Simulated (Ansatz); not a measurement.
Stretching the Si1–Cl3 bond in ClHSi (SMILES [SiH]Cl) (multiplicity 1 held, fragments rigid). Energies count from the point at 2.094 Å.
Geometry at that point (charge 0, multiplicity 1):
```xyz
3

Si     0.78708    -0.22621     0.74860
H      1.83075    -0.49356    -0.33253
Cl    -0.75587     0.21533    -0.59693
```

Signs of static correlation in cc-pV(D+d)Z, with CASSCF(6,4), from Ansatz (an electronic-structure program) runs.

```csv
R (Å),T1 of restricted CCSD,⟨S²⟩ of UHF,largest double amplitude of restricted CCSD,weight of the CASSCF reference in MRCISD,CASSCF natural occupations
1.675,0.011,0.225,0.089,0.901,2.00 2.00 1.99 0.01
1.885,0.012,0.243,0.089,0.899,2.00 1.99 1.99 0.01
2.094,0.015,0.243,0.088,0.898,2.00 2.00 1.99 0.01
2.304,0.017,0.230,0.083,0.898,2.00 2.00 1.98 0.02
2.513,0.020,0.209,0.071,0.898,2.00 2.00 1.97 0.04
2.827,0.026,0.174,0.081,0.898,2.00 2.00 1.94 0.06
3.141,0.035,(withheld),0.142,0.898,2.00 1.99 1.90 0.11
3.665,0.065,0.910,0.247,0.898,2.00 2.00 1.71 0.30
4.189,(withheld),0.998,0.459,0.898,2.00 2.00 1.40 0.60
4.817,0.202,1.019,0.897,0.898,2.00 2.00 1.17 0.83
5.655,0.266,1.023,1.399,0.898,2.00 2.00 1.04 0.96
6.702,0.273,1.024,1.539,0.898,2.00 2.00 1.01 0.99
```

**Question.** Complete the blanks.

**Answer.** 
- 3.141, ⟨S²⟩ of UHF: 0.506
- 4.189, T1 of restricted CCSD: 0.121

Doubts at one or more of the structures used: active orbitals that take no part (SC-NEVPT2 on CASSCF(6,4)/cc-pV(D+d)Z); a restricted determinant that unrestricted orbitals would lower (R-CCSD(T)/cc-pV(D+d)Z); T1 above 0.05 (R-CCSD(T)/cc-pV(D+d)Z, U-CCSD(T)/cc-pV(D+d)Z); other coupled-cluster roots lie near (R-CCSD(T)/cc-pV(D+d)Z); a spin-contaminated determinant (U-CCSD(T)/cc-pV(D+d)Z).
